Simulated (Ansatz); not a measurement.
Program: Ansatz. Geometries: PBE0-D4/def2-TZVP. ΔE: electronic, gas phase. CBS: MP2 limit from def2 TZ/QZ plus the TZ coupled-cluster correction, frozen cores. This one scheme is used for every species. For Br, Ga outer-core shells are correlated without core-valence functions, which leaves a few kJ/mol of doubt a bond. Scalar relativity is left out up to krypton.

Reaction (hydrogenolysis of a Ga–Br bond): `[F][Ga]([Br])[Br]` + H₂ → `[F][GaH][Br]` + HBr

```csv
species,CCSD(T)/CBS(def2) energy (Eh)
`[F][Ga]([Br])[Br]`,-7170.52286
H₂,-1.17544
`[F][GaH][Br]`,-4597.74300
HBr,-2573.91920
```

(1) Work out ΔE.

Largest T1 diagnostic among the species: 0.012.

Answers

(1) ΔE = (-4597.74300) + (-2573.91920) − (-7170.52286) − (-1.17544) = 0.03610 Eh = +22.7 kcal/mol.

The D4 term adds +1.8 kcal/mol with B3LYP and +1.0 kcal/mol with PBE0; it sums over pairs of atoms, weighted by their polarisabilities, and B3LYP, whose exchange is more repulsive, gets the larger term. From BLYP to BHLYP (50 % exact exchange), in def2-TZVPP and without D4, ΔE moves by +1.1 kcal/mol. Leaving LDA and LC-ωPBE aside and taking each functional with its dispersion term where it has one, the values, not all of them listed here, spread over 3.0 kcal/mol, from B97M-V to r2SCAN0-D4. LDA lies −1.4 kcal/mol from PBE without D4.

B3LYP here is the variant with VWN-RPA as its local correlation; programs differ in this.
